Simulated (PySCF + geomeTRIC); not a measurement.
A geometry relaxed with M06-2X/def2-TZVP run with PySCF + geomeTRIC, charge 0, multiplicity 1:

```xyz
6

N     -0.7034    -0.0188    -0.0092
B      0.6839     0.0179     0.0085
H      1.2327     1.0744     0.0212
H     -1.2777     0.8075    -0.0120
H     -1.2319    -0.8750    -0.0205
H      1.2870    -1.0085     0.0107
```

Question: Write the SMILES of this molecule.

Answer: `BN`
